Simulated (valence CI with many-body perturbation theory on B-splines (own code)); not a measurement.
# Forbidden lines of Yb55+

Calculated by relativistic CI+MBPT: five valence electrons over a frozen Dirac-Fock core [Ne], radial functions for each j: 11 s, 11 p, 10 d, 8 f, 5 g, 2 h, with the one-electron correlation potential Σ1, the two-electron term Σ2, the three-electron term Σ3, Breit, model QED; selected CI, second order for the rest, scaled by the run's own slope (own B-spline code, finite nucleus).

The last digits are not significant, and no measured levels were compared; by estimate large intervals hold to a few tenths of a per cent, small ones and those within an open d or f shell to about a per cent. Among the levels kept, up to 3000 cm⁻¹ of a level comes from second order outside the variational space, and about a tenth of that is noise between levels of different J, which matters for small intervals.

Lines 1 to 19 of 19 in falling wavelength, among levels below 1133.1 eV, chosen from the decays that carry over 1 % of a level's rate. Wavelengths and rates use the calculated energies. Electric multipoles are in the length gauge, E1 and E2 with the static RPA response of the core. Weak lines are less certain than strong ones. Lines between different terms over intervals too small for the method are left out, as are lines whose strength nearly cancels.

Levels are named by their leading jj configuration (3d3/2^4 stands for four electrons in 3d with j = 3/2), which in mixed levels can hold well under half, so a name can repeat and another be missing. Letters in brackets count levels of one name in rising energy.

```
λ vac (Å)                               Upper                               Lower  Type   A (s⁻¹)  Branch %
    195.1      (3s^2 3p1/2 3p3/2 3d5/2) J=9/2      (3s^2 3p1/2 3p3/2 3d3/2) J=7/2    M1  1.51e+06      56.6
    51.31          (3s^2 3p3/2^2 3d5/2) J=9/2  (3s^2 3p1/2 3p3/2 3d5/2) J=7/2 [b]    M1  4.77e+07      15.9
    50.43  (3s^2 3p1/2 3p3/2 3d5/2) J=7/2 [a]          (3s^2 3p1/2^2 3d5/2) J=5/2    M1  9.85e+07      11.1
    48.06      (3s^2 3p1/2 3p3/2 3d5/2) J=9/2          (3s^2 3p1/2^2 3d5/2) J=5/2    E2  1.14e+06      42.7
    47.79          (3s^2 3p1/2 3p3/2^2) J=3/2          (3s^2 3p1/2^2 3p3/2) J=3/2    M1  1.71e+08      99.6
    47.65  (3s^2 3p1/2 3p3/2 3d3/2) J=1/2 [a]          (3s^2 3p1/2^2 3d3/2) J=3/2    M1  1.09e+08       1.1
    47.64          (3s^2 3p3/2^2 3d5/2) J=7/2  (3s^2 3p1/2 3p3/2 3d5/2) J=5/2 [a]    M1  8.41e+07       1.1
    47.47                (3s^2 3p3/2^3) J=3/2          (3s^2 3p1/2 3p3/2^2) J=1/2    M1  4.27e+07       8.1
    47.39      (3s^2 3p3/2^2 3d5/2) J=5/2 [a]  (3s^2 3p1/2 3p3/2 3d5/2) J=3/2 [b]    M1  6.51e+07       3.9
    46.88          (3s^2 3p3/2^2 3d5/2) J=9/2      (3s^2 3p1/2 3p3/2 3d5/2) J=9/2    M1  7.38e+07      24.7
    45.82          (3s^2 3p1/2 3p3/2^2) J=5/2          (3s^2 3p1/2^2 3p3/2) J=3/2    M1  2.95e+07      74.3
    45.82          (3s^2 3p1/2 3p3/2^2) J=5/2          (3s^2 3p1/2^2 3p3/2) J=3/2    E2  2.64e+06       6.7
    45.01                (3s^2 3p3/2^3) J=3/2          (3s^2 3p1/2 3p3/2^2) J=5/2    M1  4.92e+07       9.3
    44.82          (3s^2 3p3/2^2 3d5/2) J=9/2  (3s^2 3p1/2 3p3/2 3d5/2) J=7/2 [a]    M1  6.04e+07      20.2
    43.53          (3s^2 3p1/2 3p3/2^2) J=1/2          (3s^2 3p1/2^2 3p3/2) J=3/2    M1  1.02e+08      97.7
    43.53          (3s^2 3p1/2 3p3/2^2) J=1/2          (3s^2 3p1/2^2 3p3/2) J=3/2    E2  2.43e+06       2.3
    43.27                (3s^2 3p3/2^3) J=3/2          (3s^2 3p1/2 3p3/2^2) J=3/2    M1  2.04e+08      38.6
    42.20      (3s^2 3p3/2^2 3d5/2) J=5/2 [a]  (3s^2 3p1/2 3p3/2 3d5/2) J=3/2 [a]    M1  1.94e+07       1.2
    40.70      (3s^2 3p3/2^2 3d5/2) J=5/2 [a]  (3s^2 3p1/2 3p3/2 3d5/2) J=7/2 [a]    M1  1.15e+08       6.9
```
